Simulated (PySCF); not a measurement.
GeH5O4, SMILES [OH][Ge]([OH])([OH])[OH2+], charge +1.

Coordinates come from a B3LYP-D3(BJ)/def2-SVP optimisation. The isomer is the one that the SMILES or the coordinates give; other isomers of the formula were not compared. One conformer was computed; it need not be the lowest.

Level of theory: TDDFT-LC-ωPBE/def2-SVPD (PySCF 2.14.0).

Vertical excitations. 

Give excitation energies, oscillator strengths and character. (An estimate is asked for; the answer gives what the named calculation found.)


```csv
state,energy (eV),λ (nm),f,main pairs
S1,7.79,159,0.013,HOMO→LUMO 79 %
S2,8.05,154,0.046,HOMO−1→LUMO 69 %
S3,8.28,150,0.079,HOMO−2→LUMO 71 %
S4,9.03,137,0.086,HOMO−3→LUMO 70 %
S5,9.12,136,0.059,HOMO−4→LUMO 62 %
S6,9.74,127,0.062,"HOMO→LUMO+1 26 %, HOMO−5→LUMO 22 %, HOMO−2→LUMO+1 8 %, HOMO−1→LUMO+1 7 %"
S7,9.82,126,0.065,"HOMO−5→LUMO 43 %, HOMO→LUMO+3 10 %, HOMO→LUMO+1 9 %"
S8,10.08,123,0.101,"HOMO−1→LUMO+1 37 %, HOMO→LUMO+1 9 %, HOMO−6→LUMO 8 %, HOMO−1→LUMO+4 7 %"
S9,10.33,120,0.052,"HOMO−2→LUMO+1 21 %, HOMO−6→LUMO 21 %, HOMO→LUMO+1 8 %, HOMO→LUMO+4 6 %"
S10,10.39,119,0.044,"HOMO−6→LUMO 27 %, HOMO−2→LUMO+1 25 %, HOMO−6→LUMO+1 8 %, HOMO−2→LUMO+6 6 %"
T1,7.12,174,0,HOMO→LUMO 72 %
T2,7.30,170,0,HOMO−1→LUMO 70 %
T3,7.52,165,0,HOMO−2→LUMO 72 %
T4,8.14,152,0,HOMO−3→LUMO 69 %
```
Triplets are in the Tamm–Dancoff approximation, which puts them higher than full response would, so one can lie above its singlet here.
